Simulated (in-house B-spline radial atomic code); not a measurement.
How numerical settings move a run on Nd IV (Nd3+), [Xe] 4f3. Computed with a B-spline radial code for spherical atoms: scalar-relativistic (X2C) revTPSS, spherical fractional occupations, Fermi nucleus of rms radius 4.9123 fm.

Command:
```bash
python run_scf.py task.json out
```
Settings of the sound reference run:
```
Z                60
electrons        57
configuration    [Xe] 4f3
hamiltonian      x2c
method           revtpss,revtpss
spin_polarised   False
nucleus          fermi
rms_radius       4.9123
mass_number      142
atomic_mass      141.9077
speed_of_light   137.036
knot_spacing     0.22
spline_order     8
gauss_points     12
box_radius       16.22
max_iterations   70
damping          0.5
damped_steps     3
diis_vectors     10
tolerance        1e-08
start            Thomas-Fermi
```

Cost of the run: 0.26 s on 1 thread of Arm Neoverse V2, on a shared host.

It converges in 8 iterations to -9620.168057 hartree, with 4f at -30.4817 eV. The other runs change the listed settings, some to values that make no sense; their results aren't properties of the atom or ion. Radii are in bohr (the nuclear one in fm), a minus after a letter asks for a j subshell, and «unchanged» means within 1e-8 hartree. The run stops when the residual is below 10 × tolerance × max(1, Z/10), or a noise floor if that is larger, and the energy moves by less than 1e-8 × √|E| hartree; so very loose and very tight tolerances often act alike.

| changed settings | outcome |
| --- | --- |
| first_knot = 0.000167 | converged in 8 iterations, energy -1.30e-05 hartree from the reference, 4f level -5.9e-05 eV |
| first_knot = 0.05, max_iterations = 50, damping = 0.95 | converged in 9 iterations, energy +1.04e+01 hartree from the reference, 4f level -2.1e-02 eV |
| damping = 0 | converged in 8 iterations, energy unchanged, 4f level +4.2e-05 eV |
| first_knot = 1.67e-05 | converged in 8 iterations, energy -1.66e-05 hartree from the reference, 4f level -4.6e-04 eV |
| electrons = 65, configuration = [Xe] 4f3 7s2 7p6, max_iterations = 60 | converged in 10 iterations to -9620.1125 hartree, a different physical problem (warning: 7s has a positive eigenvalue: unbound, held by the box) |
| damping = 0.8 | converged in 9 iterations, energy unchanged, 4f level +5.9e-05 eV |
| knot_spacing = 0.15, max_iterations = 50, start = bare nucleus | converged in 8 iterations, energy -5.38e-05 hartree from the reference, 4f level +2.4e-04 eV |
| first_knot = 0.005 | converged in 8 iterations, energy -3.67e-01 hartree from the reference, 4f level +5.8e-04 eV |
| knot_spacing = 0.3, first_knot = 0.000167, max_iterations = 75, start = bare nucleus | converged in 8 iterations, energy +1.20e-04 hartree from the reference, 4f level -6.1e-04 eV |
| damping = 0.2 | converged in 7 iterations, energy unchanged, 4f level +7.8e-05 eV |
| first_knot = 0.00167 | converged in 8 iterations, energy -1.34e-01 hartree from the reference, 4f level +6.9e-05 eV |
| gauss_points = 6, max_iterations = 3, tolerance = 1e-05 | not converged after 3 iterations, last residual 7.2e-04, last energy +1.91e-06 hartree from the reference |
| electrons = 60, configuration = [Xe] 4f3 6s3, max_iterations = 50 | stopped with error: shell 6s holds at most 2 electrons |
| hamiltonian = dirac, method = hf, spin_polarised = True | stopped with error: spin polarisation is not served with the Dirac Hamiltonian |

What happens with first_knot = 0.0167?

Converged in 8 iterations, energy +8.52e-01 hartree from the reference, 4f level -2.2e-03 eV.

What happens with damping = 0.95?

Converged in 9 iterations, energy unchanged, 4f level +6.3e-05 eV.

What happens with tolerance = 1e-06?

Converged in 5 iterations, energy +1.62e-08 hartree from the reference, 4f level +1.1e-03 eV.

What happens with tolerance = 1e-13?

Converged in 9 iterations, energy unchanged, 4f level +5.4e-05 eV.
